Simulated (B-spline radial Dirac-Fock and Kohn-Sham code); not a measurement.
Model: Dirac-Fock (average of configuration) total-energy differences with a finite nucleus, the Breit interaction including its frequency dependence, and self-energy and vacuum-polarisation corrections. Program: a radial B-spline solver. Free neutral atoms.

Q: Order these X-ray lines by photon energy, lowest first.
A. Tb Lβ3
B. Mn Kα2
C. Cu Kα1
D. Pm Lβ1
E. I Lγ2
F. Cs Lη

A: F (4140.1 eV), E (5049.8 eV), B (5886.5 eV), D (5960.9 eV), A (7100.8 eV), C (8047.2 eV).

Values without a named source are computed, but for edge energies of neutral atoms, which are taken from tables.
